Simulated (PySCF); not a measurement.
Ligands exchanged one at a time, B F-Br. Gas-phase values, no solvent. Strings in code marks are SMILES.

The brightest of the four lowest singlets (TDA) from two functionals at the same geometries (B3LYP-D3(BJ)/def2-TZVP), both in PySCF: PBE-D3(BJ)/def2-TZVP and ωB97X-D3(BJ)/def2-TZVP. Excitations are Tamm–Dancoff values on a coarser integration grid. The basis has no diffuse functions, so Rydberg states are missing or too high.

```
species                                ωB97X-D3(BJ)/def2-TZVP (eV)
-------------------------------------  ---------------------------
1 of 3 F replaced by Br                                       8.23
2 of 3 F replaced by Br (`FB(Br)Br`)                          7.03
3 of 3 F replaced by Br (`BrB(Br)Br`)                         6.36
```

What does PBE-D3(BJ)/def2-TZVP give for each?


- 1 of 3 F replaced by Br: 7.30
- 2 of 3 F replaced by Br (`FB(Br)Br`): 6.12
- 3 of 3 F replaced by Br (`BrB(Br)Br`): 5.54
Over these rows, drawn at random from the members with no instability flagged (it was tested for open shells, ions and some series alone), PBE minus ωB97X-D3(BJ): mean -0.88 eV, from -0.93 eV to -0.82 eV.
